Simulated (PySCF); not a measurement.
A PySCF script (with the pyscf-properties extension) for the NMR shieldings of SMILES C#CC[SiH2]O[C@@H](C)CO, C6H12O2Si, on a GFN2-xTB geometry:

```python
import basis_set_exchange as bse
import numpy as np
from pyscf import gto, dft
from pyscf.prop import nmr

atoms = """
C     4.737257   -0.781110    0.299102
C     3.591846   -0.816531   -0.046073
C     2.210985   -0.843271   -0.450015
Si    1.157276    0.282460    0.661349
O    -0.299567    0.143258   -0.036472
C    -1.514064    0.732447    0.360108
C    -2.216626    1.288669   -0.871836
C    -2.349819   -0.358257    1.048020
O    -2.509561   -1.475365    0.218926
H     5.744727   -0.760860    0.588871
H     1.852052   -1.874147   -0.403475
H     2.141154   -0.520872   -1.491334
H     1.612353    1.675747    0.638248
H     1.147989   -0.189253    2.051075
H    -1.319689    1.538263    1.078538
H    -2.498186    0.472644   -1.532725
H    -1.547869    1.960545   -1.403447
H    -3.109747    1.831430   -0.576607
H    -3.348978    0.014345    1.280520
H    -1.846922   -0.643413    1.985023
H    -1.643533   -1.659786   -0.170241
"""
names = dict.fromkeys(["C", "Si", "O", "H"], "pcSseg-1")
basis = {el: gto.basis.parse(bse.get_basis(n, elements=[el], fmt="nwchem")) for el, n in names.items()}
mol = gto.M(atom=atoms, basis=basis, charge=0, verbose=0)
mf = dft.RKS(mol, xc="PBE0")
mf.grids.level = 2
mf.grids.alignment = dft.numint.BLKSIZE   # the property module wants whole blocks of grid points
mf.conv_tol = 1e-9
mf.kernel()

calc = nmr.RKS(mf)   # GIAO
C = mf.mo_coeff
Co = C[:, mf.mo_occ > 0]
resp = mf.gen_response(singlet=True, hermi=2)
def vind(x):   # induced exchange potential for any number of trial vectors
    d = np.einsum("pi,xij,qj->xpq", C, 2 * x.reshape(-1, C.shape[1], Co.shape[1]), Co, optimize=True)
    return np.einsum("xpq,pi,qj->xij", resp(d - d.transpose(0, 2, 1)), C, Co, optimize=True).ravel()
mo1, _ = nmr.rhf.solve_mo1(calc, with_cphf=vind)
sigma = calc.kernel(mo1)
for i, s in enumerate(sigma):   # ppm
    print("%2d %-2s %9.2f" % (i, mol.atom_pure_symbol(i), np.trace(s) / 3))
```

Task: What does it print?

Result: 
```
 0 C     113.61
 1 C     104.81
 2 C     182.28
 3 Si    374.02
 4 O     301.11
 5 C     113.65
 6 C     166.27
 7 C     118.49
 8 O     327.82
 9 H      30.54
10 H      29.66
11 H      29.60
12 H      26.83
13 H      26.81
14 H      27.98
15 H      29.67
16 H      30.57
17 H      30.94
18 H      28.26
19 H      27.59
20 H      30.30
```

These numbers come from an equivalent density-fitted implementation of the same equations, which agrees with the script to about 0.01 ppm for H and up to a few tenths of a ppm for heavy atoms, so last digits may differ.

Task: Turn these shieldings into chemical shifts. Chemical shifts δ = σref − σ; 13C (186.93 ppm) and 29Si (349.16 ppm) and 1H (31.72 ppm) against TMS; H2O for 17O (336.08 ppm), all at this level.

Result: Averaging equivalent atoms: C 1: 82.1; C 0: 73.3; C 5: 73.3; C 7: 68.4; C 6: 20.7; C 2: 4.6; Si 3: -24.9; O 4: 35.0; O 8: 8.3; H 13: 4.90; H 12: 4.89; H 19: 4.13; H 14: 3.73; H 18: 3.46; H 11: 2.12; H 10: 2.06; H 20: 1.42; H 15/16/17: 1.32; H 9: 1.17 ppm. Experimental scales use liquid or dissolved standards, which lie at an offset from isolated H2O (liquid H2O: subtract about 36 ppm).

Size and cost of the density-fitted run: 220 basis functions, 85 s wall time on 1 thread of an Arm Neoverse N1, shared host; peak memory 0.98 GiB.
